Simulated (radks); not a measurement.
Question: All-electron atom: neutral mercury in [Hg]. All-electron calculation, scalar-relativistic Kohn-Sham, Slater X-alpha with alpha = 0.584, spin-polarised, spherical densities, finite nucleus; Fermi nuclear charge, rms radius 5.4648 fm. Program: a radial shooting solver on a logarithmic mesh with Libxc functionals. Some entries of the table are withheld. Estimate them.

| orbital | occ. | eigenvalue (eV) | <r> (bohr) | r(max) (bohr) |
|---|---|---|---|---|
| 1s | 2 | -82962.81 | 0.01661 | 0.01024 |
| 2s | 2 | -14688.62 | 0.07004 | 0.05924 |
| 2p | 6 | -12672.08 | 0.06336 | 0.04911 |
| 3s | 2 | -3479.040 | 0.1811 | 0.1671 |
| 3p | 6 | (1) | 0.1825 | 0.1667 |
| 3d | 10 | -2280.819 | 0.1654 | 0.1357 |
| 4s | 2 | -760.1829 | 0.4003 | 0.3764 |
| 4p | 6 | -569.2761 | 0.4267 | (2) |
| 4d | 10 | -342.4144 | 0.4506 | 0.4038 |
| 5s | 2 | -115.0836 | 0.9035 | 0.8288 |
| 4f | 14 | -91.0227 | 0.4856 | 0.3671 |
| 5p | 6 | -63.6637 | 1.043 | 0.9300 |
| 5d | 10 | -7.5658 | 1.534 | 1.173 |
| 6s | 2 | -5.4068 | 2.784 | 2.239 |

Answer: 
(1) 3p eigenvalue (eV): -2896.510
(2) 4p r(max) (bohr): 0.3966
